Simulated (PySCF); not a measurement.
Computed shifts of a molecule C₅H₁₂, KT2/pcSseg-1 in PySCF, GIAO, gas phase, equivalent atoms averaged, in ppm (number of nuclei): ¹³C: 35.0 (4), 33.8 (1). ¹H: 1.33 (12). References: ¹³C against TMS (σ = 185.1 ppm); ¹H against TMS (σ = 31.47 ppm), references at their B3LYP-D3(BJ)/def2-TZVP geometries, non-relativistic. Geometry optimised at r2SCAN-D4/def2-SVP. Other conformers were not sampled.

**Question.** Which structure fits?
A. CCCCC
B. CCC(C)C
C. CC(C)(C)C

**Answer.** C, CC(C)(C)C
